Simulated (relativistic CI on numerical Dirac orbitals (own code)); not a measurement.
Method of calculation: Dirac-Coulomb-Breit CI, KLI orbitals optimised for each configuration, QED by a radiative potential, unscaled Slater integrals (own radial code, finite nucleus).

The strongest absorption lines from the ground level of an ion, among the configurations computed and to levels below about 5730 eV (vacuum wavelength in nm, gf): 0.21730 (0.25), 0.28125 (0.41), 0.28176 (0.26), 0.28266 (0.18), 0.28616 (0.28), 0.28679 (1.3), 3.0304 (0.13), 3.0450 (0.19).

Question: Which ion is it?
A. In XLV
B. Rh XLI
C. In XLVII
D. Nb XXXVII

Answer: A. In XLV has 5 electrons and the ground level 2s²2p ²P°1/2; the strongest line goes to 2s²3d ²D3/2. The pattern of lines fixes the number of electrons, and along that sequence the line energies rise steadily with the charge (about as its square where n changes within one kind of shell, about linearly where n is kept but much faster in heavy ions where fine structure, which grows about as Z⁴, sets the gap, and irregularly where shells cross), which fixes Z. Configurations outside the model, such as inner-shell arrays, can give stronger lines. At this charge energies of transitions that change n are usually good to better than 1 %, and those within a shell (Δn = 0) to a few per cent.

LS names give the leading component of a level, which can be under half, so a name can repeat, a term be missing and a line seem to break the LS rules.
